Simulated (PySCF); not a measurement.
C₂H₉FOSi₂. Atoms are numbered in the order given.

```xyz
15

C     -1.6682    -1.6128    -0.7016
Si    -0.7461    -0.0870    -0.1929
C     -1.5821     0.9169     1.1290
F     -0.5729     0.8796    -1.5013
O      0.7791    -0.5137     0.2861
Si     2.2575     0.1983     0.5467
H     -2.6777    -1.3626    -1.0642
H     -1.1311    -2.1376    -1.5069
H     -1.7688    -2.3047     0.1497
H     -0.9954     1.8199     1.3618
H     -1.6892     0.3303     2.0555
H     -2.5860     1.2371     0.8075
H      3.0421     0.2476    -0.7180
H      2.0752     1.5875     1.0635
H      2.9956    -0.6077     1.5565
```

Geometry: ωB97X-D3(BJ)/def2-SVP. Other conformers were not sampled.

The numbers are results of TDA-PBE/def2-SVPD (PySCF), not measurements.

Vertical excitations. 

```csv
state,energy (eV),λ (nm),f,main pairs
S1,6.45,192,0.019,HOMO→LUMO 100 %
S2,6.94,179,0.004,HOMO−1→LUMO 99 %
S3,7.10,175,0.001,HOMO→LUMO+1 97 %
S4,7.30,170,0.008,HOMO−2→LUMO 96 %
S5,7.51,165,0.047,HOMO→LUMO+2 96 %
S6,7.60,163,0.015,HOMO−1→LUMO+1 96 %
T1,6.25,198,0,HOMO→LUMO 99 %
T2,6.66,186,0,HOMO−1→LUMO 98 %
```
Triplets are in the Tamm–Dancoff approximation.
